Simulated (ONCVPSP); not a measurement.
What one change does to a pseudopotential (Br (Z = 35), ONCV)

Br (Z = 35), optimised norm-conserving Vanderbilt (ONCV), made with ONCVPSP 4.0.1 (PBE, scalar-relativistic). Core [Ne], reference 3s2 3p6 3d10 4s2 4p4 (charge +1). Waves: 3s+4s: rc 1.00 bohr, ncon 5, nbas 9, qcut 15 1/bohr, 2 projectors; 3p+4p: rc 0.80 bohr, ncon 4, nbas 7, qcut 18.6 1/bohr, 2 projectors; 3d: rc 0.90 bohr, ncon 4, nbas 8, qcut 16.2 1/bohr, 2 projectors, debl 1.8 Ha. Local part: polynomial inside 0.55 bohr (lpopt 5, dvloc0 6 Ha). Core correction: none.

In the d channel the program set the typed energies aside and used -2.863, 0.250 Ha.

Change: s: qcut 16.7; p: qcut 20.7; d: qcut 18.

Cutoffs: the cutoffs (Ha) at which the residual kinetic energy of the hardest occupied pseudo-wave falls to 1 and 0.1 mHa per electron; they do not see the model core or the augmentation charge, which bear on the density cutoff. Errors are all-electron minus pseudo energies relative to the spin-unpolarised reference configuration.

Task: What does the change do?

Result: The potential gets harder (117 Ha and 132 Ha → 132 Ha and 146 Ha); the errors of the 4 common tests hardly move; neither file shows a bound ghost.

| quantity | base | changed |
| --- | --- | --- |
| cutoff, loose | 117 Ha | 132 Ha |
| cutoff, tight | 132 Ha | 146 Ha |
| loose cutoff by channel | s 79 Ha, p 76 Ha, d 117 Ha | s 92 Ha, p 74 Ha, d 132 Ha |
| bound ghosts | none | none |
| GHOST(+) flags under 300 eV | none | none |
| error for 3s2 3p6 3d10 4s2 4p5, meV [ΔE -12.55 eV] | +0.7 | +0.7 |
| error for 3s2 3p6 3d10 4s2 4p3, meV [ΔE 22.76 eV] | -1.7 | -1.7 |
| error for 3s2 3p6 3d10 4s2 4p2, meV [ΔE 56.74 eV] | -4.9 | -4.8 |
| error for 3s2 3p6 3d10 4s2 4p4.5, meV [ΔE -7.48 eV] | +0.5 | +0.4 |
| s: phases at 1.01 bohr within 0.05 rad from the reference energy up to (Ha; the scan ends near 5) | to the end of the scan | to the end of the scan |
| p: phases at 0.81 bohr within 0.05 rad from the reference energy up to (Ha; the scan ends near 5) | to the end of the scan | to the end of the scan |
| d: phases at 0.91 bohr within 0.05 rad from the reference energy up to (Ha; the scan ends near 5) | to the end of the scan | to the end of the scan |
